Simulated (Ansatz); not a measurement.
This geometry of BrH + H5NSn (9 atoms, charge 0, multiplicity 1) is a first-order saddle point.

Theory: RHF/def2-SVP in Ansatz 0.2.0.

```xyz
9
Properties=species:S:1:pos:R:3
Sn -1.122 -0.614 -0.256
N 0.725 -0.072 0.574
H -0.728 -1.393 -1.713
H -1.886 -1.674 0.844
H -1.991 0.828 -0.449
H 1.215 1.133 -0.104
Br 1.658 2.418 -0.904
H 0.689 0.145 1.558
H 1.441 -0.771 0.451
```

**Question.** Which two structures does it join? (They come from a converged band through this point; their orientation in space is the band's.)

**Answer.** Bonds broken: Sn1–N2, H6–Br7. Bonds formed: Sn1–Br7, N2–H6. BrH + H5NSn becomes BrH3Sn + H3N.

Initial state:

```xyz
9
Properties=species:S:1:pos:R:3
Sn -1.130 -0.730 -0.313
N 0.836 -0.287 0.122
H -1.328 -2.409 -0.585
H -2.033 -0.232 1.043
H -1.509 0.154 -1.718
H 1.155 1.660 0.441
Br 1.336 3.067 0.661
H 1.185 -0.716 0.964
H 1.487 -0.506 -0.614
```

Final state:

```xyz
9
Properties=species:S:1:pos:R:3
Sn -1.452 0.129 -0.603
N 1.486 -0.444 0.702
H -0.618 -0.984 -1.571
H -1.650 -0.280 1.030
H -2.980 0.462 -1.300
H 1.826 0.501 0.648
Br -0.284 2.368 -0.743
H 1.553 -0.732 1.663
H 2.119 -1.020 0.174
```

**Question.** How far does it lie above each of them?

**Answer.** 9.3 kJ/mol above the first and 135.1 kJ/mol above the second. This is the barrier of this one path; another mechanism may lie lower. The orbitals stay closed-shell, which can raise the energy where a bond breaks towards radicals; this wasn't checked here.

Time of the run: 11 min on 2 threads of Arm Neoverse V1, with other jobs on the host, peak memory 0.26 GiB.
